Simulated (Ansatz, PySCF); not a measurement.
Te(SeH)(SiH3) (H4SeSiTe), SMILES [SiH3][Te][SeH].

Geometry: PBE-D3(BJ)/def2-SVP. This is a generated structure with no PubChem entry under its InChIKey; it may be hypothetical. The def2 effective core potentials stand for the cores of Te; spin–orbit coupling is left out. One conformer was computed; it need not be the lowest.

Vertical ionisation energy (IE) and electron affinity (EA) in eV. Rows of orbital energies are one-electron estimates. Where ΔSCF, EOM or ADC give a negative EA the extra electron is unbound and the value depends on the basis.

```
level                                                                       IE    EA
------------------------------------------------------------------------  ----  ----
−ε(HOMO), −ε(LUMO), B3LYP/def2-TZVPD (PySCF)                               [?]   [?]
−ε(HOMO), −ε(LUMO), PBE/def2-TZVPD (PySCF)                                5.65  3.06
ΔSCF, CAM-B3LYP/def2-SVPD (Ansatz), final states of multiplicity 2 and 2  8.59  0.69
ΔSCF, PBE/def2-SVPD (Ansatz), final states of multiplicity 2 and 2        8.38  0.74
```

Q: Fill in the missing entries. (Estimate from the structure and the level; the computed values follow.)

A: 
- −ε(HOMO), −ε(LUMO), B3LYP/def2-TZVPD (PySCF), IE: 6.45
- −ε(HOMO), −ε(LUMO), B3LYP/def2-TZVPD (PySCF), EA: 2.48

Q: What vertical singlet–triplet gap does ΔSCF give with CAM-B3LYP/def2-SVPD (Ansatz, a first-principles code) and with PBE/def2-SVPD (Ansatz)? (The exact figures need the calculation; the answer reports its results.)

A: 2.60 and 2.43 eV (triplet above singlet where positive).
